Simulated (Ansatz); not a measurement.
Mulliken charges of `[F][GaH][CH2]S` from B3LYP/def2-TZVPP in Ansatz (PBE0-D4/def2-TZVP geometry).

| atom | x (Å) | y (Å) | z (Å) | charge (e) |
| --- | --- | --- | --- | --- |
| F1 | -0.467 | 2.124 | -1.341 | -0.401 |
| Ga2 | 0.283 | 0.564 | -1.008 | 0.471 |
| C3 | -0.721 | -0.528 | 0.263 | -0.271 |
| S4 | 0.306 | -0.029 | 1.699 | -0.142 |
| H5 | 1.691 | 0.332 | -1.622 | -0.034 |
| H6 | -0.782 | -1.609 | 0.176 | 0.136 |
| H7 | -1.710 | -0.114 | 0.453 | 0.131 |
| H8 | 1.401 | -0.740 | 1.381 | 0.111 |

By hand: the dipole of these point charges (1 e Å = 4.8032 D).

Σ q r = (0.240, -0.766, 0.042) e Å, of length 0.804 e Å = 3.86 D.

How does the dipole of the full density compare? (Estimate.)

Computed: (0.092, -0.653, 0.075) e Å, 3.19 D; the point charges give 1.21 times that, at 10° from its direction.

Point charges leave out the atoms' own dipoles, such as those of lone pairs, and Mulliken's split depends on the basis, so the two needn't agree.

B3LYP here is the variant with VWN-RPA as its local correlation; programs differ in this.
